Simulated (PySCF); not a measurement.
Computed shifts of a molecule C4H5Br, PySCF with PBE/pcSseg-1, GIAO, gas phase, atoms alike by connectivity averaged where their shifts nearly agree, in ppm (number of nuclei): ¹³C: 218.3 (1), 103.4 (1), 96.0 (1), 20.6 (1). ¹H: 6.32 (1), 6.06 (1), 2.12 (3). References: ¹³C against TMS (σ = 182.0 ppm); ¹H against TMS (σ = 31.49 ppm), references at their B3LYP-D3(BJ)/def2-TZVP geometries, non-relativistic (without spin–orbit terms, shifts of atoms bonded to Cl or Br come out too high). The structure is a stationary point at PBE0-D3(BJ)/def2-SVP. One conformer was computed; it need not be the lowest.

Task: Identify the compound among the candidates.
A) C=C=C(C)Br
B) CC=C=CBr
C) BrC1=CCC1
D) C#CCCBr

Result: B, CC=C=CBr
